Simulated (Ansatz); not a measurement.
This geometry of C3H6N2OSi (13 atoms, charge 0, multiplicity 1) is a first-order saddle point.

Level of theory: RKS PBE0-D4/def2-SVP in Ansatz 0.2.0.

```xyz
13
Properties=species:S:1:pos:R:3
C -0.834 -3.011 1.085
N 0.117 -2.786 0.286
Si 0.648 -1.262 -0.335
O -0.337 -0.034 0.320
C -0.149 1.215 -0.024
C -0.010 2.386 -0.312
N 0.148 3.673 -0.642
H -1.485 -2.223 1.514
H -1.066 -4.046 1.400
H 2.055 -1.030 0.083
H 0.504 -1.261 -1.814
H -0.344 4.074 -1.426
H 0.773 4.271 -0.122
```

Question: Which two structures does it join? (They come from a converged band through this point; their orientation in space is the band's.)

Answer: No bond is made or broken. The height of N7 over the plane of its neighbours goes from 0.29 to -0.29 Å.

First end point:

```xyz
13
Properties=species:S:1:pos:R:3
C -0.854 -2.976 1.106
N 0.099 -2.787 0.300
Si 0.668 -1.291 -0.353
O -0.291 -0.027 0.274
C -0.088 1.215 -0.080
C 0.060 2.380 -0.377
N 0.286 3.659 -0.759
H -1.484 -2.166 1.525
H -1.107 -3.999 1.442
H 2.078 -1.083 0.067
H 0.527 -1.316 -1.832
H -0.473 4.084 -1.284
H 0.600 4.273 -0.013
```

Last end point:

```xyz
13
Properties=species:S:1:pos:R:3
C -0.819 -3.006 1.089
N 0.127 -2.774 0.286
Si 0.641 -1.248 -0.344
O -0.357 -0.029 0.305
C -0.191 1.229 -0.010
C -0.078 2.407 -0.269
N 0.008 3.733 -0.528
H -1.477 -2.224 1.519
H -1.037 -4.043 1.409
H 2.045 -0.996 0.071
H 0.496 -1.256 -1.823
H -0.198 3.995 -1.487
H 0.861 4.177 -0.203
```

Question: How far does it lie above each of them?

Answer: 1.1 kcal/mol above the first and 0.9 kcal/mol above the second. This is the barrier of this one path; another mechanism may lie lower.

Time of the run: 7.9 min on 2 threads of Arm Neoverse V1 (shared host), peak memory 0.35 GiB.
